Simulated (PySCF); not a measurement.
Polarisability and C₆ of Ta⁺ (tantalum, charge +1)

[Xe] 4f14 5d4, high-spin 5D determinant (an excited configuration). Calculation: PySCF 2.14, in aug-cc-pwCVTZ-PP with ECP60MDF; scalar relativity through the core potential. Coupled (time-dependent) response in atomic units; α is the mean over directions.

| method | mean α (bohr³) | α xx, yy, zz | C₆ (like pair) | S(−4) |
| --- | --- | --- | --- | --- |
| PBE0 | 32.83 | 30.17, 30.17, 38.15 | 227.6 | 933.1 |

S(−4) is the Cauchy moment in α(ω) = α(0) + S(−4) ω² + …

Spin-orbit coupling is absent.

α(iu) at PBE0:

```csv
u (hartree),α(iu) (bohr³)
0,32.83
0.0500,30.73
0.100,26.38
0.200,18.97
0.300,14.56
0.500,9.744
0.750,6.665
1.00,4.911
1.50,3.017
2.00,2.040
3.00,1.100
5.00,0.4574
```

A single London oscillator, α(iu) = α/(1 + u²/ω²), gives C₆ = (3/4) ω α². Matching the computed C₆ needs ω = 4 × 227.6 / (3 × 32.83²) = 0.282 hartree.

For an ion, C₆ is the dispersion term alone; charge-induced terms of lower order in 1/R come first.

The components differ because the open shell of this determinant is not spherical; for a pure term their mean is the scalar polarisability.

Energies and moments cover only the electrons outside the core potential. Spin-orbit coupling, absent here, splits the open shell strongly.
